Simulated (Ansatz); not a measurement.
Cartesian coordinates in Å:
```
O 0.618 -0.303 -1.961
C -0.113 -0.537 -1.033
Si 0.159 0.402 0.625
Cl -1.250 -0.213 1.985
H -0.933 -1.285 -1.133
H 1.510 0.082 1.137
H 0.008 1.854 0.381
```

Total charge 0; spin multiplicity 1.

(1) List the r2SCAN/def2-TZVPP orbital energies in eV (Ansatz). (Estimate.)

Answers

(1) Ansatz gave: Occupied: -2753.70, -1792.35, -516.60, -275.84, -255.09, -193.63, -193.49, -193.49, -142.74, -97.66, -97.57, -97.55, -28.33, -21.88, -16.44, -14.06, -12.08, -11.12, -10.91, -10.28, -9.87, -8.73, -8.30, -6.24. Lowest empty: -2.99, -0.60, 0.27, 0.93, 1.78, 2.37, 2.96, 4.30.
